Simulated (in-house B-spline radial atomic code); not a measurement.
Orbital energies and mean radii along the 38-electron series, configuration [Kr] 4d2. The effective charge is n√(-2ε), a non-relativistic measure. Computed with a B-spline radial code for spherical atoms: non-relativistic Hartree-Fock, average of the configuration, point nuclei.

This level leaves out relativity, spin-orbit splitting included, which matters for heavy ions.

```json
{"ion": "Zr2+", "Z": "40", "energy of 2p (Eh)": "-84.007", "mean radius of 2p (bohr)": "0.14372", "energy of 2s (Eh)": "-91.905", "mean radius of 2s (bohr)": "0.16696", "energy of 4s (Eh)": "-2.9359", "mean radius of 4s (bohr)": "1.2474", "effective charge of 2p": "25.924"}
{"ion": "Nb3+", "Z": "41", "energy of 2p (Eh)": "-90.023", "mean radius of 2p (bohr)": "0.1398", "energy of 2s (Eh)": "-98.175", "mean radius of 2s (bohr)": "0.16255", "energy of 4s (Eh)": "-3.6883", "mean radius of 4s (bohr)": "1.1792", "effective charge of 2p": "26.836"}
{"ion": "Mo4+", "Z": "42", "energy of 2p (Eh)": "-96.315", "mean radius of 2p (bohr)": "0.13608", "energy of 2s (Eh)": "-104.72", "mean radius of 2s (bohr)": "0.15836", "energy of 4s (Eh)": "-4.5248", "mean radius of 4s (bohr)": "1.1179", "effective charge of 2p": "27.758"}
{"ion": "Tc5+", "Z": "43", "energy of 2p (Eh)": "-102.87", "mean radius of 2p (bohr)": "0.13254", "energy of 2s (Eh)": "-111.54", "mean radius of 2s (bohr)": "0.15438", "energy of 4s (Eh)": "-5.4379", "mean radius of 4s (bohr)": "1.063", "effective charge of 2p": "28.688"}
{"ion": "Ru6+", "Z": "44", "energy of 2p (Eh)": "-109.7", "mean radius of 2p (bohr)": "0.12919", "energy of 2s (Eh)": "-118.62", "mean radius of 2s (bohr)": "0.15059", "energy of 4s (Eh)": "-6.4238", "mean radius of 4s (bohr)": "1.0134", "effective charge of 2p": "29.624"}
{"ion": "Rh7+", "Z": "45", "energy of 2p (Eh)": "-116.78", "mean radius of 2p (bohr)": "0.126", "energy of 2s (Eh)": "-125.96", "mean radius of 2s (bohr)": "0.14697", "energy of 4s (Eh)": "-7.4801", "mean radius of 4s (bohr)": "0.96854", "effective charge of 2p": "30.566"}
{"ion": "Pd8+", "Z": "46", "energy of 2p (Eh)": "-124.13", "mean radius of 2p (bohr)": "0.12296", "energy of 2s (Eh)": "-133.56", "mean radius of 2s (bohr)": "0.14353", "energy of 4s (Eh)": "-8.6052", "mean radius of 4s (bohr)": "0.92772", "effective charge of 2p": "31.512"}
{"ion": "Ag9+", "Z": "47", "energy of 2p (Eh)": "-131.73", "mean radius of 2p (bohr)": "0.12006", "energy of 2s (Eh)": "-141.43", "mean radius of 2s (bohr)": "0.14024", "energy of 4s (Eh)": "-9.7982", "mean radius of 4s (bohr)": "0.89041", "effective charge of 2p": "32.463"}
{"ion": "Cd10+", "Z": "48", "energy of 2p (Eh)": "-139.59", "mean radius of 2p (bohr)": "0.11729", "energy of 2s (Eh)": "-149.54", "mean radius of 2s (bohr)": "0.13709", "energy of 4s (Eh)": "-11.058", "mean radius of 4s (bohr)": "0.85616", "effective charge of 2p": "33.417"}
{"ion": "In11+", "Z": "49", "energy of 2p (Eh)": "-147.7", "mean radius of 2p (bohr)": "0.11464", "energy of 2s (Eh)": "-157.92", "mean radius of 2s (bohr)": "0.13408", "energy of 4s (Eh)": "-12.384", "mean radius of 4s (bohr)": "0.8246", "effective charge of 2p": "34.374"}
{"ion": "Sn12+", "Z": "50", "energy of 2p (Eh)": "-156.07", "mean radius of 2p (bohr)": "0.11211", "energy of 2s (Eh)": "-166.55", "mean radius of 2s (bohr)": "0.1312", "energy of 4s (Eh)": "-13.776", "mean radius of 4s (bohr)": "0.79541", "effective charge of 2p": "35.335"}
{"ion": "Sb13+", "Z": "51", "energy of 2p (Eh)": "-164.69", "mean radius of 2p (bohr)": "0.10969", "energy of 2s (Eh)": "-175.44", "mean radius of 2s (bohr)": "0.12844", "energy of 4s (Eh)": "-15.233", "mean radius of 4s (bohr)": "0.76833", "effective charge of 2p": "36.298"}
{"ion": "Te14+", "Z": "52", "energy of 2p (Eh)": "-173.57", "mean radius of 2p (bohr)": "0.10737", "energy of 2s (Eh)": "-184.58", "mean radius of 2s (bohr)": "0.12579", "energy of 4s (Eh)": "-16.756", "mean radius of 4s (bohr)": "0.74312", "effective charge of 2p": "37.264"}
{"ion": "I15+", "Z": "53", "energy of 2p (Eh)": "-182.7", "mean radius of 2p (bohr)": "0.10514", "energy of 2s (Eh)": "-193.97", "mean radius of 2s (bohr)": "0.12324", "energy of 4s (Eh)": "-18.343", "mean radius of 4s (bohr)": "0.7196", "effective charge of 2p": "38.231"}
{"ion": "Xe16+", "Z": "54", "energy of 2p (Eh)": "-192.09", "mean radius of 2p (bohr)": "0.10301", "energy of 2s (Eh)": "-203.62", "mean radius of 2s (bohr)": "0.1208", "energy of 4s (Eh)": "-19.994", "mean radius of 4s (bohr)": "0.69758", "effective charge of 2p": "39.201"}
```

**Question.** How does the screening of 2p change?

**Answer.** Z less the effective charge goes from 14.08 at Z = 40 to 14.80 at Z = 54.
